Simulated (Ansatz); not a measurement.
Spin states of H2O2Ru (SMILES [OH][Ru][OH]), each relaxed at B3LYP-D3(BJ)/def2-TZVP; lowest solutions found, singlets restricted, no spin–orbit coupling, no relativity up to Kr.
Multiplicity 5 (charge 0, multiplicity 5):
```xyz
5

Ru    -0.10840    -0.14346    -0.14496
O      1.36274    -0.05106    -1.35995
H      1.86019     0.73496    -1.60233
O     -1.59807    -0.26487     1.04463
H     -1.57024    -0.24582     2.00531
```
Multiplicity 1 (charge 0, multiplicity 1):
```xyz
5

Ru     0.20030     0.36846     0.28546
O      1.42059     0.20423    -1.02632
H      1.48102     0.19353    -1.98852
O     -1.32625     0.00609     1.16579
H     -1.82943    -0.74256     1.50628
```

Codes used: Ansatz (a first-principles code) with Gaussian orbitals.  In def2 rows elements past Kr take small-core potentials, without spin–orbit coupling.

The energy of multiplicity 1 less that of multiplicity 5 (kcal/mol) and the share of exact exchange:

```
functional          exact exchange (%)  value
------------------  ------------------  -----
PBE/def2-TZVPP                       0  14.76
PBE0/def2-TZVPP                     25  27.07
BLYP/def2-TZVPP                      0  11.92
B3LYP/def2-TZVPP                    20  20.52
BHLYP/def2-TZVPP                    50  34.79
r2SCAN/def2-TZVPP                    0  28.01
r2SCANh/def2-TZVPP                  10  31.81
```

### Question
Take the value as linear in the share of exact exchange along PBE and PBE0. Give the slope, say whether the sign turns, and set the other functionals against that line.

### Answer

Slope: (27.07 − (14.76))/2.5 = 4.93 kcal/mol for each 10 %. The line keeps its sign from 0 to 100 %. At 50 % it gives 39.4 kcal/mol. The LYP pair gives (34.79 − (11.92))/5 = 4.57 for each 10 %. BHLYP, at 50 %, lies -4.6 from the PBE line. B3LYP, at 20 %, lies -4.1 from the PBE line. r2SCAN, with none, stands 13.3 from PBE. The r2SCAN pair gives 3.80 for 10 %.
